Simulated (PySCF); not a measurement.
**SnBr₂: from structure and modes to constants**

Computed with PBE0 in PySCF with Sn def2-TZVP with ECP28, Br def2-TZVP; scalar-relativistic core potentials, no spin–orbit coupling; density-fitted integrals.

The singlet minimum has C2v symmetry. Masses (u): Sn 119.90220, Br 78.91834.

```xyz
3
charge 0 multiplicity 1, angstrom
Sn    0.0000    0.0000   -0.9244
Br    1.9228    0.0000    0.7034
Br   -1.9228    0.0000    0.7034
```

Harmonic wavenumbers (cm⁻¹): 79.7 (a1, ×1), 238.3 (b2, ×1), 246.7 (a1, ×1).

(1) Find the vibrational entropy and heat capacity at 298.15 K.

(2) Give the standard entropy (298.15 K, 1 bar) by its translational, rotational, vibrational and spin parts, and Cp.

Answers

(1) With u = 1.43878 ω/T, each mode gives S = R[u/(eᵘ−1) − ln(1−e⁻ᵘ)] and C = R u² eᵘ/(eᵘ−1)².
| ω (cm⁻¹) | u | S (J/(mol K)) | C (J/(mol K)) |
| --- | --- | --- | --- |
| 79.7 | 0.385 | 16.31 | 8.21 |
| 238.3 | 1.150 | 7.60 | 7.46 |
| 246.7 | 1.190 | 7.34 | 7.40 |
The sums over all modes are S = 31.2 and C = 23.1 J/(mol K); the softest mode gives 52 % of the entropy.

(2) Sackur–Tetrode with M = 277.74 u gives 179.0; rotation with symmetry number 2 gives 118.4; vibration 31.2; spin R ln 1 = 0.0. The total is 328.7 J/(mol K), and Cp = 4 R + 23.1 = 56.3 J/(mol K).
